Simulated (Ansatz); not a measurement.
Ideal-gas functions of `[Cl][GaH][Cl]` at 600 K and 1 bar, from an Ansatz frequency run at PBE0-D4/def2-TZVP.

Molar mass 141.64 g/mol, point group C2v (symmetry number 2), electronic degeneracy 1, moments of inertia 50.297, 228.68, 278.977 u Å². Harmonic wavenumbers (cm⁻¹, unscaled): 134, 415, 443, 445, 603, 2066.

Use S(trans) = R[1.5 ln M + 2.5 ln T − 1.1517]; rotational temperatures θ = 24.2544 K / I; S(rot) = R[ln(√π/σ · √(T³/θAθBθC)) + 1.5]; for each mode x = 1.438777 ν̃/T, S = R[x/(eˣ − 1) − ln(1 − e⁻ˣ)] and H = RT x/(eˣ − 1); 1 cm⁻¹ = 0.0119627 kJ/mol; R = 8.31446 J/(mol·K).

**Question.** By hand: the entropy, in J/(mol·K).

**Answer.** Translation 185.2. Rotation: θ = 0.4822, 0.1061, 0.0869 K, giving 113.8. Vibration, mode by mode: 17.79, 8.69, 8.19, 8.16, 5.94, 0.35, in all 49.1. Electronic 0.0. Sum 348.1 J/(mol·K).

**Question.** By hand: H − E and G − E in kJ/mol, counted from the electronic energy.

**Answer.** Zero-point energy ½ × 4106 × 0.0119627 = 24.6; thermal vibration 15.1; translation, rotation and pV give 4 RT = 20.0. H − E = 59.7 kJ/mol, and G − E = 59.7 − 600 × 348.1/1000 = -149.2 kJ/mol.

Vibration gives 14 % of the entropy, 17.8 J/(mol·K) of it from the mode under 150 cm⁻¹: soft modes count most, and the harmonic formula is weakest for them.
